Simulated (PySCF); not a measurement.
**Basis and Hamiltonian dependence of the excitation energy of Pt⁺**

Pt⁺ [Xe] 4f14 5d9 (2D) → Pt⁺ [Xe] 4f14 5d8 6s1 (4F). Calculated with PySCF 2.14 from differences of total energies of unrestricted determinants, without spin-orbit coupling. Values in eV.

```csv
basis,Hamiltonian,functions,UHF,PBE,PBE0,MP2 (valence),CCSD(T) (valence),CCSD(T) (valence and next inner shell)
aug-cc-pVDZ-PP with ECP60MDF,ECP,54,0.309,0.758,0.777,0.816,0.803,n/a
def2-TZVPPD with the def2 core potential (60 electrons),ECP,59,0.300,0.740,0.756,0.943,0.929,0.784
aug-cc-pwCVDZ-PP with ECP60MDF,ECP,70,0.245,0.689,0.703,0.779,0.758,0.550
ANO-RCC-VTZP,spin-free X2C,84,0.293,0.709,0.733,0.898,0.882,0.787
def2-QZVPPD with the def2 core potential (60 electrons),ECP,88,0.298,0.730,0.747,0.954,0.934,n/a
aug-cc-pVTZ-PP with ECP60MDF,ECP,88,0.268,0.701,0.717,0.893,0.871,n/a
x2c-TZVPPall,spin-free X2C,97,0.295,0.732,0.751,0.908,0.893,0.797
"x2c-TZVPPall with one added diffuse shell each of s, p, d, f type",spin-free X2C,113,0.295,0.731,0.750,0.907,0.889,n/a
"aug-cc-pVTZ-PP with one added diffuse shell each of s, p, d, f, g type with ECP60MDF",ECP,113,0.266,0.700,0.716,0.891,n/a,n/a
aug-cc-pwCVTZ-PP with ECP60MDF,ECP,122,0.255,0.694,0.709,0.898,n/a,n/a
aug-cc-pVQZ-PP with ECP60MDF,ECP,135,0.254,0.692,0.707,0.936,n/a,n/a
```

Frozen in the all-electron rows: valence: [Xe] 4f14; valence and next inner shell: [Kr] 4d10 4f14; with a core potential, the same shells as far as they lie outside it.
